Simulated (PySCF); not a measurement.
## Assigning NMR signals

Mapped SMILES: `[CH3:1][O:2][CH:3]([O:4][CH3:5])[Si@H:6]([NH2:7])[O:8][SiH3:9]` (H(Xn): hydrogen on atom n).

PySCF 2.14.0 with density-fitted response routines calculation with PBE0/pcSseg-1 with gauge-including orbitals and GFN2-xTB structure; isolated molecule, relativity neglected, a single conformation, rapidly exchanging positions averaged.

Chemical shifts δ = σref − σ; 13C and 1H against TMS, all at this level.

(1) Assign these signals to the numbered atoms. 13C{1H} NMR (computed): δ 114.4, 66.4, 66.3.

(2) Assign these signals to the numbered atoms. 1H NMR (400 MHz, computed): δ 5.17 (s, 3H), 4.87 (d, 1H), 3.85 (s, 3H), 3.81 (s, 3H), 3.81 (d, 1H), 0.82 (br s, 2H).

Results:

(1) 
```tsv
δ (ppm)	atoms	environment	reason
114.4	C3	sp3 carbon bearing two oxygens	2 electronegative neighbours deshield it
66.4	C5	methyl carbon bonded to O	deshielded by the electronegative neighbour
66.3	C1	methyl carbon bonded to O	–
```

C5 and C1 lie closer than the usual error of such a calculation, so a measured spectrum could show them in the other order.

(2) 
| δ (ppm) | atoms | environment | reason |
| --- | --- | --- | --- |
| 5.17 | H(Si9) | hydrogen on a silicon bonded to O | – |
| 4.87 | H(Si6) | hydrogen on a silicon bonded to C, N, O | – |
| 3.85 | H(C1) | hydrogen on a methyl carbon bonded to O | its carbon carries O, an electronegative neighbour |
| 3.81 | H(C5) | hydrogen on a methyl carbon bonded to O | – |
| 3.81 | H(C3) | hydrogen on an sp3 carbon bearing two oxygens | its carbon carries O, which withdraws density |
| 0.82 | H(N7) | hydrogen on a nitrogen bonded to Si | labile proton, position sensitive to the medium |

H(C1) and H(C5); H(C5) and H(C3) lie closer than the usual error of such a calculation, so a measured spectrum could show them in the other order.

Exchangeable OH/NH protons stand at their gas-phase positions; hydrogen bonding in a real sample shifts them, mostly to higher δ. Shifts are as computed. Against solution values, carbons near 30 ppm lie about +3 ppm off and those near 130 ppm about +5 ppm. Of 1309 compounds with measured shifts, 239 miss one by over three times the rms of a fit or turn the order of signals round; such compounds aren't used in these exercises. Multiplicities follow the n + 1 count of equivalent neighbours, as no J values were calculated; m marks all less simple cases, F and P coupling included.
